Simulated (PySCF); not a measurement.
Species: C₃H₁₄AlGeNO.
SMILES: `C[N+](C)(C)[AlH2-][O][GeH3]`

A linear-response calculation (PySCF, def2-SVPD basis, gas phase, vertical, core orbitals frozen in the response) gave these numbers; the functional is withheld.

Orbital energies (eV): HOMO-3 -8.35, HOMO-2 -7.91, HOMO-1 -7.59, HOMO -6.83, LUMO -0.03, LUMO+1 0.16, LUMO+2 0.35.

```csv
state,E (eV),f,"main configurations (H = HOMO, L = LUMO)"
S1,6.02,0.0008,"H→L (53%), H→L+1 (44%)"
S2,6.16,0.020,"H→L+1 (53%), H→L (44%)"
S3,6.43,0.015,H→L+2 (93%)
S4,6.66,0.0019,"H-1→L (49%), H-1→L+1 (44%)"
S5,6.94,0.0014,H→L+3 (90%)
S6,6.98,0.027,"H-1→L (46%), H-1→L+1 (35%), H-1→L+2 (11%)"
```

Triplets (Tamm–Dancoff): T1 5.78 eV, H→L+1 (74%), H→L (17%); T2 6.03 eV, H→L (69%), H→L+1 (16%); T3 6.24 eV, H→L+2 (74%), H→L (10%); T4 6.37 eV, H-1→L+1 (58%), H-1→L (24%), H-1→L+2 (11%).

Vertical ionisation energy by ΔSCF with the same functional: 8.86 eV. Mean static polarisability: 109.9 au.

Question: Which of these was used?
A. B3LYP
B. PBE
C. HF
D. CAM-B3LYP

Answer: A. B3LYP is a global hybrid with 20% exact exchange. In this run −ε(HOMO) = 6.83 eV differs from the ΔSCF value by -2.02 eV, and S1 differs from the orbital gap of 6.80 eV by -0.79 eV. The ratio −ε(HOMO)/IP is 0.77. Small neutral molecules mostly give 0.67 to 0.83 with B3LYP, 0.5 to 0.7 with PBE, 0.85 to 0.93 with CAM-B3LYP; with Hartree–Fock the ratio is 1 or more (Koopmans' value less the relaxation energy is the ΔSCF value).

The calculation used PySCF 2.14.0, density-fitted response routines, TDDFT B3LYP/def2-SVPD, vertical, gas phase, core orbitals frozen in the response. The structure is a single PBE0-D3(BJ)/def2-SVP conformer in the gas phase; no vibrational or solvent corrections. Relativistic effects, spin–orbit coupling among them, are left out although an element past zinc is present.

Time: 14 min of wall time (grids of density and orbitals included); peak memory 1.1 GiB. Hardware: one thread of an Arm Neoverse N1, shared host with 64 logical CPUs at a one-minute load of 60.

Conformer computed: `[CH3:1][N+:2]([CH3:3])([CH3:4])[AlH2-:5][O:6][GeH3:7]`: C1–N2–Al5–O6 59°, N2–Al5–O6–Ge7 -179°.
